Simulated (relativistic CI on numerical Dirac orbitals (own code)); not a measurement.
# Os2+: resonant inelastic scattering at the L2,3 edge

Computed with this model: Dirac-Coulomb-Breit CI, separate exchange-only KLI orbitals for each configuration, model QED (radiative potential, 1s self-energy scaled to tabulated hydrogen-like ionisation energies), valence Slater integrals scaled by 0.9, Kramers-Heisenberg scattering through one core-hole configuration in a parametric crystal field; configurations [Xe] 4f14 5d6 → [He] 2s2 2p5 3s2 3p6 3d10 4s2 4p6 4d10 4f14 5s2 5p6 5d7; 300 K; core-hole width 5 eV; summed over polarisations. Incident energies are the highest absorption maxima for each field (at most a few, so the weaker spin-orbit partner edge can be absent), on the computed scale of the free ion. Intensities are in per cent of the strongest line above 0.02 eV; levels within 1 cm⁻¹ are merged; final levels count from the ground level, the first row holds all elastic scattering, lines under 0.4 are left out and each table stops after 24 rows. The scale of the Slater integrals is a model choice and moves the terms in proportion.

Field parameters in Wybourne normalisation: D3d B²₀ = −7Dσ, B⁴₀ = −14Dq − 21Dτ, B⁴₃ = −14√(10/7) Dq. The field is a parameter set, without covalency.

S is read from ⟨S²⟩ = S(S + 1).

D3d, 10Dq = 27300, Dσ = -1200, Dτ = -200 cm⁻¹:

| Final level (eV) | Degeneracy | Irrep | S | 10871.5 eV | 12386.5 eV |
| --- | --- | --- | --- | --- | --- |
| 0.000 | 1 | A1 | 0.20 | 700.8 | 32.4 |
| 2.045 | 2 | E | 1.10 | 6.6 | 2.2 |
| 2.104 | 2 | E | 1.07 | 16.1 | 2.1 |
| 2.104 | 1 | A2 | 1.12 | 14.6 | 0.3 |
| 2.149 | 1 | A1 | 1.06 | 14.2 | 4.1 |
| 2.393 | 2 | E | 1.06 | 64.7 | 0.2 |
| 2.688 | 1 | A1 | 1.18 | 27.3 | 17.4 |
| 2.787 | 2 | E | 1.00 | 100.0 | 1.0 |
| 2.943 | 1 | A2 | 1.11 | 56.4 | 0.5 |
| 3.048 | 2 | E | 1.07 | 19.6 | 20.4 |
| 3.148 | 2 | E | 1.48 | 23.7 | 9.2 |
| 3.171 | 1 | A1 | 1.46 | 13.4 | 6.9 |
| 3.252 | 2 | E | 0.77 | 47.1 | 34.3 |
| 3.368 | 1 | A2 | 1.04 | 1.7 | 1.5 |
| 3.435 | 1 | A2 | 1.37 | 30.5 | 7.1 |
| 3.480 | 1 | A1 | 1.65 | 3.7 | 2.1 |
| 3.490 | 2 | E | 1.58 | 11.3 | 5.5 |
| 3.644 | 2 | E | 1.78 | 0.7 | 3.5 |
| 3.703 | 1 | A2 | 1.24 | 7.5 | 10.4 |
| 3.736 | 2 | E | 1.88 | 0.4 | 1.1 |
| 3.912 | 1 | A1 | 1.84 | 1.0 | 0.8 |
| 4.281 | 2 | E | 1.87 | 1.0 | 0.0 |
| 4.295 | 1 | A1 | 1.85 | 1.1 | 0.4 |
| 4.362 | 2 | E | 0.26 | 58.0 | 8.6 |

D3d, 10Dq = 27300, Dσ = -860, Dτ = -200 cm⁻¹:

| Final level (eV) | Degeneracy | Irrep | S | 10871.5 eV | 12386.5 eV |
| --- | --- | --- | --- | --- | --- |
| 0.000 | 1 | A1 | 0.19 | 685.1 | 31.8 |
| 2.065 | 2 | E | 1.10 | 6.7 | 2.2 |
| 2.127 | 2 | E | 1.07 | 15.4 | 1.5 |
| 2.143 | 1 | A2 | 1.12 | 15.9 | 0.3 |
| 2.169 | 1 | A1 | 1.06 | 11.6 | 2.9 |
| 2.373 | 2 | E | 1.07 | 58.5 | 0.2 |
| 2.677 | 1 | A1 | 1.17 | 29.3 | 18.6 |
| 2.788 | 2 | E | 1.00 | 100.0 | 0.9 |
| 2.928 | 1 | A2 | 1.08 | 55.7 | 0.4 |
| 3.039 | 2 | E | 1.07 | 17.5 | 20.3 |
| 3.142 | 2 | E | 1.45 | 24.3 | 9.8 |
| 3.151 | 1 | A1 | 1.42 | 13.0 | 6.6 |
| 3.275 | 2 | E | 0.74 | 51.2 | 34.0 |
| 3.358 | 1 | A2 | 1.00 | 2.6 | 1.5 |
| 3.429 | 1 | A2 | 1.21 | 31.1 | 9.5 |
| 3.492 | 1 | A1 | 1.68 | 3.5 | 1.9 |
| 3.499 | 2 | E | 1.60 | 10.6 | 5.0 |
| 3.666 | 2 | E | 1.81 | 0.4 | 2.9 |
| 3.696 | 1 | A2 | 1.42 | 4.4 | 8.0 |
| 3.755 | 2 | E | 1.88 | 0.3 | 1.2 |
| 3.921 | 1 | A1 | 1.86 | 0.7 | 0.6 |
| 4.213 | 2 | E | 1.88 | 0.5 | 0.0 |
| 4.232 | 1 | A1 | 1.85 | 1.0 | 0.5 |
| 4.343 | 2 | E | 0.23 | 55.5 | 7.9 |

D3d, 10Dq = 27300, Dσ = -510, Dτ = -200 cm⁻¹:

| Final level (eV) | Degeneracy | Irrep | S | 10871.5 eV | 12386.5 eV |
| --- | --- | --- | --- | --- | --- |
| 0.000 | 1 | A1 | 0.19 | 670.1 | 31.3 |
| 2.083 | 2 | E | 1.10 | 6.9 | 2.2 |
| 2.149 | 2 | E | 1.07 | 14.8 | 1.1 |
| 2.182 | 1 | A2 | 1.12 | 17.4 | 0.2 |
| 2.185 | 1 | A1 | 1.07 | 9.2 | 1.7 |
| 2.353 | 2 | E | 1.07 | 53.2 | 0.2 |
| 2.670 | 1 | A1 | 1.17 | 31.1 | 19.6 |
| 2.791 | 2 | E | 1.00 | 100.0 | 0.8 |
| 2.912 | 1 | A2 | 1.06 | 54.6 | 0.4 |
| 3.032 | 2 | E | 1.07 | 15.5 | 20.3 |
| 3.133 | 1 | A1 | 1.39 | 12.6 | 6.3 |
| 3.139 | 2 | E | 1.42 | 24.7 | 10.3 |
| 3.298 | 2 | E | 0.72 | 54.3 | 33.6 |
| 3.350 | 1 | A2 | 0.97 | 3.5 | 1.4 |
| 3.415 | 1 | A2 | 1.03 | 31.2 | 11.9 |
| 3.505 | 1 | A1 | 1.70 | 3.3 | 1.7 |
| 3.509 | 2 | E | 1.63 | 9.7 | 4.4 |
| 3.694 | 2 | E | 1.83 | 0.3 | 2.5 |
| 3.703 | 1 | A2 | 1.58 | 2.1 | 5.6 |
| 3.774 | 2 | E | 1.88 | 0.2 | 1.4 |
| 3.935 | 1 | A1 | 1.88 | 0.5 | 0.4 |
| 4.178 | 1 | A1 | 1.84 | 1.0 | 0.6 |
| 4.329 | 2 | E | 0.22 | 52.8 | 7.4 |
| 4.450 | 1 | A1 | 0.23 | 26.3 | 3.2 |

For the first field the strongest loss at the lowest incident energy is the level at 2.79 eV (S = 1.00, against 0.20 in the thermal ground state). Levels of other spin, the first over 8 % at 2.10 eV, appear because spin-orbit coupling of the core hole, and in heavier ions of the valence shell too, mixes spins.
